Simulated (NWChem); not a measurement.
System: BH₂Cl; SMILES BCl

The following NWChem deck was run.

```
start job
memory heap 200 mb stack 900 mb global 1100 mb
geometry units angstroms noautoz
  B      0.000000     0.000000     1.156693
  H      0.000000    -1.049465     1.717709
  H      0.000000     1.049465     1.717709
  Cl     0.000000     0.000000    -0.576386
end
basis spherical
  B library 6-31+g*
  H library 6-31+g*
  Cl library 6-31+g*
end
dft
  xc b3lyp
  iterations 150
end
tddft
  cis
  nroots 6
end
task tddft energy
```

All runs use the structure optimised with PBE0-D3(BJ)/def2-TZVP. B3LYP is NWChem's, with the RPA form of VWN correlation.

Vertical excitations in the gas phase.

### Question
Predict the main results of this run. (B3LYP/6-31+G* (spherical d), TDA.) Quantities: lowest excitation, singlet (eV); oscillator strength of that lowest state; lowest state with f > 0.02, singlet (eV); oscillator strength of that bright state; lowest triplet (eV); orbital gap (eV).

### Answer
- lowest excitation, singlet (eV): 4.99
- oscillator strength of that lowest state: 0.000
- lowest state with f > 0.02, singlet (eV): 7.48
- oscillator strength of that bright state: 0.164
- lowest triplet (eV): 4.62
- orbital gap (eV): 6.41
